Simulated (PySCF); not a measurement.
Mo(O)(NH)(NH2)(SH) (H4MoN2OS), SMILES [NH]=[Mo]([NH2])(=[O])[SH], multiplicity 1.

The structure is a stationary point at B3LYP-D3(BJ)/def2-SVP. The multiplicity is an assumed one; no other spin state was optimised. The structure was generated by enumeration; whether it is a known compound was not checked. The def2 effective core potentials stand for the cores of Mo; spin–orbit coupling is left out. Other conformers were not sampled.

Level of theory: PBE0/def2-TZVP in PySCF.

The molecule is in vacuum.

- total energy: -653.39455 hartree
- highest occupied level: -7.35 eV
- lowest empty level: -2.05 eV
- orbital gap: 5.30 eV
- dipole moment: 2.59 D
- quadrupole, principal values (traceless, Buckingham form, about the centre of nuclear charge): -13.88, 2.91, 10.97 D·Å
- mean static polarisability: 79.1 bohr³ (11.72 Å³)
- polarisability, principal values: 67.6, 78.0, 91.7 bohr³
